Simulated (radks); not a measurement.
The numbers below are computed, except where a source is named.
Task: V I, configuration [Ar] 3d3 4s2. Code: a radial shooting solver on a logarithmic mesh with Libxc functionals. Model: scalar-relativistic Kohn-Sham, PBE, spin-polarised, spherical densities, finite nucleus; open shells are filled with parallel spins first; Fermi nuclear charge, rms radius 3.6002 fm. Some entries of the table are withheld. Estimate them.

orbital  occ.  eigenvalue (eV)  <r^2> (bohr^2)
1s down     1        -5364.159        0.005937
1s up       1        -5364.148        0.005937
2s up       1        -602.5629          0.1124
2s down     1        -601.6088          0.1122
2p up       3        -502.9782         0.09271
2p down     3        -502.2457         0.09241
3s up       1         -71.1535           1.038
3s down     1         -68.3488           1.041
3p up       3         -44.9598           1.218
3p down     3         -42.1959           1.228
3d up       3          -6.0033           2.683
4s up       1              (1)             (2)
4s down     1              (3)             (4)
3d down     0          -3.6204           3.407
4p up       0          -1.5701             (5)
4p down     0          -1.2810             (6)

Result: 
(1) 4s up eigenvalue (eV): -4.9764
(2) 4s up <r^2> (bohr^2): 12.46
(3) 4s down eigenvalue (eV): -4.2832
(4) 4s down <r^2> (bohr^2): 14.05
(5) 4p up <r^2> (bohr^2): 24.81
(6) 4p down <r^2> (bohr^2): 29.63
